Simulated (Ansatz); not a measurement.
H₄SeSiZn, SMILES [SiH3][Zn][SeH]. Atoms are numbered in the order given.

```xyz
7

Zn    -0.3555    -0.1804     0.1235
Se     0.3878     1.2799    -1.5272
H      1.7663     1.1722    -1.0031
Si    -1.1259    -1.6758     1.8030
H     -2.0398    -2.7128     1.2318
H     -1.8752    -0.9563     2.8787
H      0.0171    -2.3907     2.4510
```
Charge 0, spin multiplicity 1.

Coordinates come from a B3LYP-D3(BJ)/def2-SVP optimisation. The values are those of a single conformer.

Two levels are set side by side: PBE-D3(BJ)/def2-SVP (Ansatz, an electronic-structure program) and B3LYP-D3(BJ)/def2-SVP (Ansatz). Each level has its own optimised geometry; the coordinates shown are those of the second. Differences are taken from unrounded values.

```
quantity              B3LYP-D3(BJ)  PBE-D3(BJ)  PBE-D3(BJ) minus B3LYP-D3(BJ)
--------------------  ------------  ----------  -----------------------------
mean bond length (Å)         1.778       1.782                          0.004
bond Zn1–Se2 (Å)             2.326       2.317                         -0.009
bond Zn1–Si4 (Å)             2.377       2.363                         -0.014
bond Se2–H3 (Å)              1.479       1.488                          0.009
bond Si4–H5 (Å)              1.496       1.508                          0.013
bond Si4–H6 (Å)              1.495       1.508                          0.013
bond Si4–H7 (Å)              1.496       1.509                          0.013
```

Here PBE gives about what the other level gives.
